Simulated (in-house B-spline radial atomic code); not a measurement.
Orbital energies and mean radii along the 12-electron series, configuration [Ne] 3s2. The effective charge is n√(-2ε), a non-relativistic measure. Computed with a radial B-spline atomic code at the basis-set limit: Dirac-Hartree-Fock, average of the configuration, finite nuclei.

```tsv
ion	Z	energy of 2p1/2 (Eh)	mean radius of 2p1/2 (bohr)	energy of 2s1/2 (Eh)	mean radius of 2s1/2 (bohr)	effective charge of 2p1/2
Mg	12	-2.2883	0.68325	-3.7801	0.68864	4.2786
Al+	13	?	?	?	?	?
Si2+	14	-5.056	0.53276	-6.9733	0.55994	6.3598
P3+	15	-6.8454	0.48011	-8.9778	0.51188	7.4002
S4+	16	?	?	?	?	?
Cl5+	17	-11.205	0.40099	-13.771	0.43666	9.4679
Ar6+	18	-13.772	0.37047	-16.557	0.40668	10.497
K7+	19	?	?	?	?	?
Ca8+	20	-19.679	0.32148	-22.903	0.35743	12.547
Sc9+	21	-23.019	0.30151	-26.464	0.33696	13.57
Ti10+	22	-26.617	0.28384	-30.285	0.31867	14.592
V11+	23	-30.475	0.2681	-34.365	0.30222	15.614
```

Q: Fill in the row of Al+.

A: energy of 2p1/2 (Eh): -3.5326; mean radius of 2p1/2 (bohr): 0.59855; energy of 2s1/2 (Eh): -5.2362; mean radius of 2s1/2 (bohr): 0.61777; effective charge of 2p1/2: 5.3161.

Q: Fill in the row of S4+.

A: energy of 2p1/2 (Eh): -8.8959; mean radius of 2p1/2 (bohr): 0.43699; energy of 2s1/2 (Eh): -11.245; mean radius of 2s1/2 (bohr): 0.47133; effective charge of 2p1/2: 8.4361.

Q: Fill in the row of K7+.

A: energy of 2p1/2 (Eh): -16.597; mean radius of 2p1/2 (bohr): 0.34425; energy of 2s1/2 (Eh): -19.601; mean radius of 2s1/2 (bohr): 0.38049; effective charge of 2p1/2: 11.523.

Q: How does the screening of 2p1/2 change?

A: Z less the effective charge goes from 7.72 at Z = 12 to 7.39 at Z = 23.
